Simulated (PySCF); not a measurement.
What went wrong, or what changed?

The sound run of Hg4O4 (singlet) uses PySCF 2.14.0, RKS TPSS, Hg def2-SVP with ECP60, O def2-SVP; non-relativistic Hamiltonian with scalar-relativistic core potentials where named; density fitting; no spin-orbit coupling, grid (50, 194), threshold 1e-8 and 55 cycles at the relaxed geometry. This run, with dm0 from free metal ions and neutral atoms, differs:

```python
mol = gto.M(atom='''
Hg     1.11136     1.11136     1.11136
Hg     1.11136    -1.11136    -1.11136
Hg    -1.11136     1.11136    -1.11136
Hg    -1.11136    -1.11136     1.11136
O      1.19371     1.19371    -1.19371
O      1.19371    -1.19371     1.19371
O     -1.19371     1.19371     1.19371
O     -1.19371    -1.19371    -1.19371''',
    basis={'Hg': 'def2-SVP', 'O': 'def2-SVP'},
    ecp={'Hg': 'def2-SVP'},
    charge=0, spin=12)
mf = dft.UKS(mol, xc='TPSS')
mf.grids.atom_grid = (50, 194)
mf = mf.density_fit()  # fitting sets: Hg def2-universal-JKFIT, O def2-universal-JKFIT
mf.conv_tol = 1e-08; mf.max_cycle = 58
mf.kernel(dm0)
```

What was changed, and how did it end?

The spin was changed. The SCF did not converge. The cycle limit differs too. These settings are unsound on purpose: the numbers aren't the compound's.
```
init E= -948.480556798842
cycle= 1 E= -882.086272677499  delta_E= 66.4  |g|= 5.63  |ddm|= 69.5
cycle= 2 E= -842.337694530714  delta_E= 39.7  |g|= 11.2  |ddm|= 69.1
cycle= 3 E= -894.259666373546  delta_E= -51.9  |g|= 5.51  |ddm|= 11.8
cycle= 4 E= -890.077988026357  delta_E= 4.18  |g|= 5.78  |ddm|= 8.57
cycle= 5 E= -905.353168652388  delta_E= -15.3  |g|= 3.27  |ddm|= 8.38
...
cycle= 51 E= -913.57009161625  delta_E= -3.41e-08  |g|= 6.63e-05  |ddm|= 0.00765
cycle= 52 E= -913.570091647528  delta_E= -3.13e-08  |g|= 3.31e-05  |ddm|= 0.0107
cycle= 53 E= -913.570091639542  delta_E= 7.99e-09  |g|= 4.75e-05  |ddm|= 0.00374
Extra cycle  E= -913.570091483169  delta_E= 1.56e-07  |g|= 0.000543  |ddm|= 0.00101
SCF not converged.
```

Run from Python with OMP_NUM_THREADS=4; the lines above give its settings.
It took 46 s on 4 threads of Intel(R) Xeon(R) 6975P-C (Granite Rapids), with other jobs on the host.

No frequency check is given that shows the relaxed geometry to be a minimum.
